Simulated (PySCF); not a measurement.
# Structure elucidation problem

An unknown has the formula C₈H₈OS. Its calculated NMR data are:

¹H NMR (600 MHz, computed): δ 7.76 (d, 2H), 7.54 (m, 2H), 7.46 (m, 1H), 6.68 (m, 1H), 6.50 (m, 1H), 6.00 (m, 1H).

¹³C{¹H} NMR (computed): δ 151.0 (CH), 149.2 (C), 132.4 (CH), 131.6 (CH, 2C), 125.6 (CH, 2C), 122.2 (CH2).

Computational details: PBE0-D3(BJ)/def2-SVP geometry, shielding tensors at B97-2/pcSseg-1 (GIAO), in PySCF (one conformer, no relativistic terms, one averaged value for each set of equivalent atoms, isolated molecule).

δ = σ(ref) − σ, references computed at the same level: TMS for ¹H (σref 31.38), ¹³C (σref 183.69).

Task: Deduce the structure.

Result: 
- Rings plus π bonds: 5.
- 6 carbon signals for 8 carbons: some carbons are equivalent by symmetry or fast rotation.
- Carbon types of the structure: 1 × C, 6 × CH, 1 × CH2, which accounts for all hydrogens.
- δC 151.0: alkene CH; the olefinic region.
- δC 149.2: aromatic carbon bearing sulfur.
- δC 132.4, 131.6, 125.6: aromatic CH.
- δC 122.2: terminal =CH2 carbon; the olefinic region.
- δH 7.76, 7.54, 7.46: hydrogen on an aromatic CH; ring-current deshielding.
- δH 6.68, 6.00: hydrogen on a terminal =CH2 carbon; attached to an sp2 carbon and in the plane of the double bond.
- δH 6.50: hydrogen on an alkene CH; attached to an sp2 carbon and in the plane of the double bond.

The compound is `C=C[S@@](=O)c1ccccc1`.

This is the structure that produced the data.

Shifts are as computed. Against solution values, carbons near 30 ppm lie about +1 ppm off and those near 130 ppm about +2 ppm. Of 1211 compounds with measured shifts, 218 miss one by over three times the rms of a fit or turn the order of signals round; such compounds aren't used in these exercises. No couplings were computed; multiplicities are counted from neighbouring protons, with m where these are inequivalent, close in shift, in a saturated or five-membered ring or joined by F or P, and br s for small geminal =CH2 splittings.
